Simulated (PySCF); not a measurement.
SnHFBr2, SMILES [F][SnH]([Br])[Br].

Geometry optimised at r2SCAN-D4/def2-SVP. The structure was generated by enumeration; whether it is a known compound was not checked. The def2 effective core potentials stand for the cores of Sn; spin–orbit coupling is left out.

Method: r2SCAN-D4/def2-SVP (PySCF).

Frequencies are harmonic and unscaled.

| mode | ν (cm⁻¹) | IR (km/mol) | Raman (Å⁴/amu) | depolarisation | moving atoms (share of kinetic energy) |
|---|---|---|---|---|---|
| 1 | 73 | 1.1 | 3.0 | 0.70 | Br 75 %, Sn 21 % |
| 2 | 134 | 8.2 | 1.5 | 0.75 | F 81 %, Br 15 % |
| 3 | 135 | 12.4 | 1.6 | 0.63 | F 55 %, Sn 28 %, Br 17 % |
| 4 | 255 | 14.6 | 11.5 | 0.09 | Br 67 %, Sn 31 % |
| 5 | 282 | 54.4 | 2.9 | 0.75 | Br 51 %, Sn 49 % |
| 6 | 535 | 108.2 | 24.2 | 0.75 | H 98 % |
| 7 | 549 | 59.1 | 22.1 | 0.63 | H 96 % |
| 8 | 641 | 47.9 | 7.3 | 0.16 | F 86 %, Sn 13 % |
| 9 | 1954 | 73.6 | 291.6 | 0.20 | H 99 % |
